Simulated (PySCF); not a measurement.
# A small calculation by hand: oscillator strength and radiative lifetime

B(F)(OH)(NMe2) (C2H7BFNO), SMILES CN(C)B(O)F.

The structure is a stationary point at PBE0-D3(BJ)/def2-SVP. This is a generated structure with no PubChem entry under its InChIKey; it may be hypothetical. The values are those of a single conformer.

PySCF with TDA-PBE0/def2-SVPD puts the first singlet state with f over 0.02 at 7.87 eV (vertical), with the transition dipole (0.005, -1.044, 0.000) in atomic units.

Problem. Find the oscillator strength, the wavelength and the radiative lifetime that this transition would have in vacuum if emission retraced absorption.

Solution. 
|μ|² = 1.0900 au, so |μ| = 2.65 D. ΔE = 7.87/27.211 = 0.2892 hartree. f = (2/3) ΔE |μ|² = 0.210 (the program prints 0.210).
λ = 1239.84/7.87 = 158 nm; ν = 63476 cm⁻¹.
Einstein's coefficient A = 0.6670 ν² f s⁻¹ (ν in cm⁻¹) = 5.6e8 s⁻¹, so τ = 1/A = 1.8 ns. This state is S5; the lower singlets have f = 0.006, 0.015, 0.017, 0.002. The figure is the radiative limit of this one transition; relaxation, internal conversion, crossing to triplets and a medium change what is measured.
